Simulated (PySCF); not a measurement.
## How methods differ on the ionisation energy of W⁵⁷⁺

W⁵⁷⁺ [Ne] 3s2 3p5 (2P) → W⁵⁸⁺ [Ne] 3s2 3p4 (3P), as a difference of total energies. All numbers are calculated (PySCF 2.14, scalar relativity by spin-free X2C-1e, in an uncontracted even-tempered set (17 s from 15 bohr⁻², ratio 2.5; 12 p from 19 bohr⁻², ratio 2.5; 4 d from 79 bohr⁻², ratio 2.7; 4 f from 120 bohr⁻², ratio 2.7)). Correlated levels: outer shells: 1s2 frozen; virtual orbitals above 40 to 60 times the deepest correlated orbital energy dropped. The calculations carry no spin-orbit coupling.

```tsv
method	ionisation energy (eV)
UHF	5955.9
MP2 (outer shells)	5957.1
SCS-MP2 (outer shells)	5957.0
CCSD (outer shells)	5957.1
CCSD(T) (outer shells)	5957.1
```

Spin-orbit coupling is strong in these open shells (close to jj coupling). The scalar numbers leave it out and a first-order estimate fails, so it can dominate the gap to the real levels.

Breit and QED terms and the two-electron picture change are absent.

For comparison: 5840 ± 5 eV (semi-empirical (NIST evaluation); NIST Atomic Spectra Database, ionization energies).
